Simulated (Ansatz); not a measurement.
`[SiH3]C1(Cl)O[SiH2]1` + `O[Si]S` → `[SiH3]O[Si]S` + `ClC1O[SiH2]1`  (ligand exchange at the Si–C bond)

Isolated molecules relaxed with PBE0-D4/def2-TZVP in Ansatz; ΔE leaves out vibrations. CCSD(T)/CBS is the MP2 limit (def2-TZVPP, def2-QZVPP) plus CCSD(T) − MP2 in def2-TZVPP, frozen cores. This one scheme is used for every species. DFT in def2-TZVPP. HSE06 is defined as in plane-wave codes. One conformer a species, not always the lowest.

Question: Is it downhill or uphill in electronic energy at CCSD(T)/CBS, and by how much? (An estimate is asked.)

Answer: Computed: Downhill: ΔE = -23.8 kcal/mol.

Question: What do these levels give: revPBE-D4, PBE0-D4, HSE06-D4, CAM-B3LYP-D4, ωB97M-V, BLYP, r2SCAN, PBE0, RPA@PBE/def2-TZVPP, CCSD(T)/def2-SVP, CCSD/def2-TZVPP, SCS-MP2/def2-QZVPP? (An estimate is asked.)

Answer: Ansatz gave: revPBE-D4 -20.1, PBE0-D4 -22.5, HSE06-D4 -22.5, CAM-B3LYP-D4 -25.7, ωB97M-V -23.8, BLYP -24.3, r2SCAN -23.8, PBE0 -23.2, RPA@PBE/def2-TZVPP -24.4, CCSD(T)/def2-SVP -23.8, CCSD/def2-TZVPP -25.5, SCS-MP2/def2-QZVPP -25.6 kcal/mol.

Question: What do rigid-rotor, harmonic-oscillator terms from PBE0-D4/def2-TZVP frequencies (298.15 K, 1 bar) make of the CCSD(T)/CBS value? (An estimate is asked.)

Answer: Computed: ΔZPE = +1.0 kcal/mol, ΔH = -22.9 kcal/mol, ΔS = 12 J/(mol·K), ΔG = -23.7 kcal/mol.

Largest T1 diagnostic among the species: 0.015.

The D4 term adds +1.2 kcal/mol with B3LYP and +0.6 kcal/mol with PBE0; it sums over pairs of atoms, weighted by their polarisabilities, and B3LYP, whose exchange is more repulsive, gets the larger term. From BLYP to BHLYP (50 % exact exchange), in def2-TZVPP and without D4, ΔE moves by −3.5 kcal/mol. Leaving LDA and LC-ωPBE aside and taking each functional with its dispersion term where it has one, the values, not all of them listed here, spread over 6.5 kcal/mol, from BHLYP-D4 to revPBE-D4.

B3LYP here is the variant with VWN-RPA as its local correlation; programs differ in this.
